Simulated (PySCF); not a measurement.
A calculated (LDA, PySCF 2.14, dyall-av3z, the non-relativistic Hamiltonian (point nucleus)) atom or ion has these occupied shells.

```json
{"shell": "1s", "electrons": "2", "orbital energy (eV)": "-3096.7", "rms radius, mean of both spins (bohr)": "0.100"}
{"shell": "2s", "electrons": "2", "orbital energy (eV)": "-293.73", "rms radius, mean of both spins (bohr)": "0.455"}
{"shell": "2p", "electrons": "6", "orbital energy (eV)": "-229.76", "rms radius, mean of both spins (bohr)": "0.422"}
{"shell": "3s", "electrons": "2", "orbital energy (eV)": "-24.041", "rms radius, mean of both spins (bohr)": "1.53"}
{"shell": "3p", "electrons": "6", "orbital energy (eV)": "-10.406", "rms radius, mean of both spins (bohr)": "1.83"}
```

Task: Name the element and its charge.

Result: Ar (argon, neutral), in [Ar], closed-shell 1S.
